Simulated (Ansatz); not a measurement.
Species: CeF₃, charge 0, multiplicity 2. The spin state was set by rule; other spins were not relaxed. 
Geometry from a B3LYP-D3(BJ)/def2-TZVP (Ansatz, a first-principles code) optimisation:
```xyz
4

Ce    -0.0507     0.0705     0.1712
F     -1.5505    -1.2726    -0.3970
F      0.0820     1.6972    -1.1375
F      1.7951    -0.8792     0.4312
```
Charge 0, spin multiplicity 2.

Parts of the frozen-core correlation energy in def2-SVP (Ansatz, hartree). Frozen orbitals: 16; correlated occupied orbitals by spin: 13 and 12; virtual: 91 and 92. UHF or UKS for open shells. Spin-orbit coupling is left out. Past Kr the def2 sets carry scalar-relativistic core potentials.

```json
[
 {"term": "reference (HF)", "value": "-771.91731"},
 {"term": "MP2 opposite-spin", "value": "(withheld)"},
 {"term": "MP2 same-spin", "value": "-0.18124"},
 {"term": "CCSD correlation", "value": "(withheld)"},
 {"term": "(T)", "value": "(withheld)"},
 {"term": "T1 diagnostic", "value": "0.019"},
 {"term": "largest doubles amplitude", "value": "0.010"},
 {"term": "<S^2> of the reference", "value": "0.751"}
]
```

Question: What belongs in the gaps?

Answer: 
- MP2 opposite-spin, value: -0.45789
- CCSD correlation, value: -0.63775
- (T), value: -0.01096
